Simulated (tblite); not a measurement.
Isomers of C9H10NP. Method: GFN2-xTB as coded in tblite; computed harmonic values from a numerical Hessian at the method's own geometry, unscaled. Errors from tens to a few hundred cm⁻¹ against measured bands are possible. One conformer each.

Electronic energies: GFN2-xTB at the same geometries; isomer energies are rough at this level and their order can be wrong.

```
            SMILES  electronic energy, lowest = 0 (kcal/mol)
 C#CCn1cpc(C=C)c1C                                      70.4
C1=CP(c2ccncc2)CC1                                      33.1
   Cc1pc2ccccc2n1C                                       0.0
  C#Cc1cccpc1N(C)C                                      67.2
  C#Cc1cpcn1C1CCC1                                      58.0
```

**Question.** How do GFN2-xTB zero-point energies change the relative energies?

**Answer.** 
```tsv
SMILES	ZPE (kcal/mol)	of it from modes above 1550 cm⁻¹	electronic (kcal/mol)	with ZPE, lowest = 0 (kcal/mol)	lowest mode (cm⁻¹)	rings
Cc1pc2ccccc2n1C	103.9	47.9	0.0	0.0	64	2
C1=CP(c2ccncc2)CC1	102.7	47.8	33.1	31.9	34	2
C#Cc1cpcn1C1CCC1	103.2	47.1	58.0	57.2	34	2
C#Cc1cccpc1N(C)C	101.0	46.6	67.2	64.3	50	1
C#CCn1cpc(C=C)c1C	101.2	49.6	70.4	67.6	53	1
```

The zero-point energies span 2.9 kcal/mol, from `C#Cc1cccpc1N(C)C` to `Cc1pc2ccccc2n1C`. The order is unchanged.

**Question.** What do entropy and thermal enthalpy add at 298.15 K and 1 bar (rigid rotor, harmonic oscillator, one conformer each)?

**Answer.** 
| SMILES | point group | symmetry number | S (cal/(mol K)) | H − H(0) (kcal/mol) | ZPE + H − H(0) − TS (kcal/mol) |
| --- | --- | --- | --- | --- | --- |
| Cc1pc2ccccc2n1C | Cs | 1 | 98.5 | 7.01 | 81.6 |
| C1=CP(c2ccncc2)CC1 | C1 | 1 | 99.8 | 6.85 | 79.8 |
| C#Cc1cpcn1C1CCC1 | C1 | 1 | 102.3 | 7.22 | 79.9 |
| C#Cc1cccpc1N(C)C | C1 | 1 | 106.5 | 7.99 | 77.3 |
| C#CCn1cpc(C=C)c1C | C1 | 1 | 106.3 | 7.96 | 77.5 |
